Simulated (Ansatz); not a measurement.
Two members of one family (Series GaH2X), computed with Ansatz in the gas phase. Binding counts from free atoms in the multiplicity of their measured ground term, without zero-point energy. The structures are stationary points that may keep the symmetry of their start.

First: GaH2Et (singlet, charge 0, PBE0-D4/def2-SVP geometry).

```xyz
10

Ga    0.500    1.264   -0.983
H     0.575    2.685   -0.302
H     1.404    0.981   -2.245
C    -0.654   -0.150   -0.217
C     0.038   -0.907    0.922
H    -0.945   -0.852   -1.015
H    -1.583    0.316    0.153
H    -0.613   -1.688    1.349
H     0.959   -1.411    0.585
H     0.320   -0.238    1.753
```

```csv
level,HOMO (eV),LUMO (eV),gap (eV),binding per atom (eV)
LDA (SPW92)/def2-TZVP,-6.41,-2.52,3.89,3.84
PBE-D4/def2-SVP,-6.26,-2.21,4.05,3.46
r2SCAN-D4/def2-TZVP,-6.54,-1.95,4.60,3.43
PBE0-D4/def2-SVP,-7.48,-1.40,6.08,3.45
BHLYP-D4/def2-TZVP,-8.60,-0.71,7.89,3.36
```

Second: GaH2(CH2SiH3) (singlet, charge 0, PBE0-D4/def2-SVP geometry).

```tsv
atom	x (Å)	y (Å)	z (Å)
Ga1	1.632	-0.718	-0.286
H2	2.259	-0.510	-1.712
H3	1.997	-1.983	0.574
C4	0.348	0.599	0.416
Si5	-1.431	0.191	-0.029
H6	0.424	0.639	1.516
H7	0.581	1.597	0.008
H8	-1.600	0.135	-1.515
H9	-1.812	-1.150	0.519
H10	-2.398	1.200	0.509
```

**Question.** What does the change do? Estimate second minus first.

**Answer.** 
```tsv
level	Δ HOMO (eV)	Δ LUMO (eV)	Δ gap (eV)	Δ binding per atom (eV)
LDA (SPW92)/def2-TZVP	-0.54	-0.14	0.40	-0.42
PBE-D4/def2-SVP	-0.54	-0.14	0.41	-0.40
r2SCAN-D4/def2-TZVP	-0.56	-0.16	0.40	-0.34
PBE0-D4/def2-SVP	-0.53	-0.15	0.38	-0.38
BHLYP-D4/def2-TZVP	-0.49	-0.13	0.37	-0.31
```
